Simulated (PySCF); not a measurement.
C2H5ClOSi, SMILES [SiH2](OC=C)Cl.

Geometry: B3LYP-D3(BJ)/def2-SVP. The geometry has at least one imaginary mode, so it is a saddle point at that level. This is a generated structure with no PubChem entry under its InChIKey; it may be hypothetical. The values are those of a single conformer.

Level of theory: PySCF with SMD-PBE0/def2-SVP.

Solvation free energies are E(SMD) − E(gas) at the gas-phase geometry, for 1 M in both phases. In vacuum the dipole moment is 1.97 D.

```json
[
 {"solvent": "water", "ΔG(solv) (kcal/mol)": "0.1", "its non-electrostatic (CDS) part": "4.1", "dipole (D)": "2.71"},
 {"solvent": "cyclohexanone", "ΔG(solv) (kcal/mol)": "-3.0", "its non-electrostatic (CDS) part": "0.1", "dipole (D)": "2.57"},
 {"solvent": "acetonitrile", "ΔG(solv) (kcal/mol)": "-3.5", "its non-electrostatic (CDS) part": "-0.1", "dipole (D)": "2.62"}
]
```
